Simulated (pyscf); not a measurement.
**H₃C–CH(CH₃)–Al(CH₃)–CH₃, singlet**

Gas-phase minimum from PySCF at ωB97X-D3(BJ)/def2-SVP, one conformer. 

SMILES: C[CH](C)[Al]([CH3])[CH3]
```xyz
19

C      1.6144    -0.5682    -0.2313
C      0.2949     0.1913    -0.0243
C      0.1603     1.3683    -1.0034
Al    -1.2866    -0.9933    -0.0289
C     -1.0526    -2.8853     0.4403
C     -3.0340    -0.2300    -0.4964
H      1.6643    -1.0254    -1.2358
H      1.7425    -1.3840     0.4997
H      2.4923     0.0978    -0.1410
H      0.3176     0.6186     1.0014
H     -0.7613     1.9487    -0.8303
H      1.0119     2.0690    -0.9253
H      0.1304     1.0209    -2.0518
H     -0.5560    -2.9929     1.4216
H     -1.9953    -3.4549     0.4785
H     -0.3901    -3.3878    -0.2880
H     -3.8787    -0.9190    -0.3332
H     -3.2360     0.6932     0.0756
H     -3.0520     0.0658    -1.5617
```
Charge 0, spin multiplicity 1.

Bonded distances (Å): C1–C2 1.537, C1–H7 1.105, C1–H8 1.103, C1–H9 1.106, C2–C3 1.537, C2–Al4 1.976, C2–H10 1.111, C3–H11 1.103, C3–H12 1.106, C3–H13 1.105, Al4–C5 1.963, Al4–C6 1.963, C5–H14 1.105, C5–H15 1.102 (the first ones only). Bond angles (°): C2–C1–H7 111.5, C2–C1–H8 112.1, C2–C1–H9 111.9, H7–C1–H8 106.9, H7–C1–H9 106.7, H8–C1–H9 107.4, C1–C2–C3 111.6, C1–C2–Al4 113.0, C1–C2–H10 107.3, C3–C2–Al4 112.8, C3–C2–H10 107.2, Al4–C2–H10 104.4, C2–C3–H11 112.1, C2–C3–H12 111.9 (the first ones only).

Properties at ωB97X-D3(BJ)/def2-SVP:

* **Harmonic wavenumbers, unscaled**: 14, 53, 57, 108, 122, 167, 232, 240, 260, 286, 363, 506, 532, 607, 629, 675, 704, 751, 910, 920, 958, 992, 1123, 1187, 1228, 1228, 1245, 1320, 1401, 1416, 1430, 1437, 1437, 1441, 1468, 1484, 1487, 1494, 3000, 3032, 3033, 3044, 3045, 3107, 3108, 3128, 3128, 3133, 3134, 3155, 3156 cm⁻¹
* **Zero-point energy**: 103.1 kcal/mol
* **Rotational symmetry number**: 1
* **Entropy of this conformer at 298 K and 1 atm, rigid rotor and harmonic oscillator, modes under 100 cm⁻¹ raised to 100**: 413.3 J/(mol K)
* **Dipole moment**: 0.21 D

Single-point totals, which compare only within one level:

```tsv
level	total energy (hartree)
ωB97X-D3(BJ)/def2-TZVP	-441.03254
PBE/def2-TZVP	-440.44424
r²SCAN/def2-TZVP	-440.71930
B3LYP-D3(BJ)/def2-TZVP	-440.93889
PBE0-D3(BJ)/def2-TZVP	-440.52253
M06-2X/def2-TZVP	-440.75109
ωB97M-D3(BJ)/def2-TZVP	-440.96984
```

The lowest mode is so soft that the shape along it may change with the basis. Soft torsions are taken as harmonic, which can shift the entropy by several J/(mol K).
